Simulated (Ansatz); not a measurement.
One change: `C[Si](C)(C)P` becomes `C[Si](C)(C)NN`.

Ansatz, PBE0-D4/def2-TZVP geometries, multiplicity 1. Each molecule was computed in one conformer, which needn't be the lowest.

| property | `C[Si](C)(C)P` |
| --- | --- |
| HOMO energy (PBE0/def2-TZVPP) / eV | -7.03 |
| HOMO energy (B3LYP/def2-TZVPP) / eV | -6.83 |
| LUMO energy (PBE0/def2-TZVPP) / eV | 0.56 |
| LUMO energy (PBE/def2-TZVPP) / eV | -0.22 |
| HOMO–LUMO gap (PBE0/def2-TZVPP) / eV | 7.60 |
| HOMO energy (ωB97M-V/def2-TZVPP) / eV | -9.13 |

Task: What does the change do to each property? (Estimate.)

Result: The calculation gave: 
```json
{"property": "HOMO energy (PBE0/def2-TZVPP) / eV", "`C[Si](C)(C)NN`": "-6.58", "shift": "0.45"}
{"property": "HOMO energy (B3LYP/def2-TZVPP) / eV", "`C[Si](C)(C)NN`": "-6.37", "shift": "0.46"}
{"property": "LUMO energy (PBE0/def2-TZVPP) / eV", "`C[Si](C)(C)NN`": "0.74", "shift": "0.18"}
{"property": "LUMO energy (PBE/def2-TZVPP) / eV", "`C[Si](C)(C)NN`": "-0.05", "shift": "0.17"}
{"property": "HOMO–LUMO gap (PBE0/def2-TZVPP) / eV", "`C[Si](C)(C)NN`": "7.32", "shift": "-0.28"}
{"property": "HOMO energy (ωB97M-V/def2-TZVPP) / eV", "`C[Si](C)(C)NN`": "-8.96", "shift": "0.17"}
```

With PBE0 the HOMO rises by 0.45 eV and the LUMO rises by 0.18 eV, so the gap narrows by about 0.27 eV. PBE moves the HOMO by 0.75 eV and ωB97M-V by 0.17 eV.

Positive LUMOs are unbound, so they and the gaps depend on the basis.

B3LYP here is the variant with VWN-RPA as its local correlation; programs differ in this.
